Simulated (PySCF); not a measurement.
Gas-phase reaction: GeH3Cl + GeH4 ⇌ HCl + Ge2H6

Computed with PySCF and rigid-rotor harmonic-oscillator thermochemistry at 1 bar. † marks an energy on the PBE0/def2-TZVP geometry and frequencies; other levels use their own. MP2 and CCSD(T) freeze the core. 6-31G* has spherical d functions here. All species are closed-shell singlets. B3LYP is the form with VWN-RPA correlation. Ge: all electrons, no relativistic terms. MP2 isn't extrapolated to the basis-set limit. CCSD(T) isn't extrapolated to the basis-set limit.

| level | ΔH°(298 K), kJ |
|---|---|
| B3LYP/6-31G* | 51 |
| CCSD(T)/def2-SVP† | 41 |
| CCSD(T)/def2-TZVPP† | 36 |
| HF/6-31G* | 65 |
| MP2/def2-TZVPP† | 39 |
| PBE/def2-SVP | [?] |
| PBE/def2-TZVP† | [?] |
| r2SCAN/def2-TZVP† | [?] |
| LDA/def2-TZVP† | 30 |
| ωB97M-V/def2-TZVP† | [?] |

Question: Fill in the missing entries.

Answer: 
- PBE/def2-SVP, ΔH°(298 K), kJ: 39
- PBE/def2-TZVP†, ΔH°(298 K), kJ: 35
- r2SCAN/def2-TZVP†, ΔH°(298 K), kJ: 41
- ωB97M-V/def2-TZVP†, ΔH°(298 K), kJ: 43
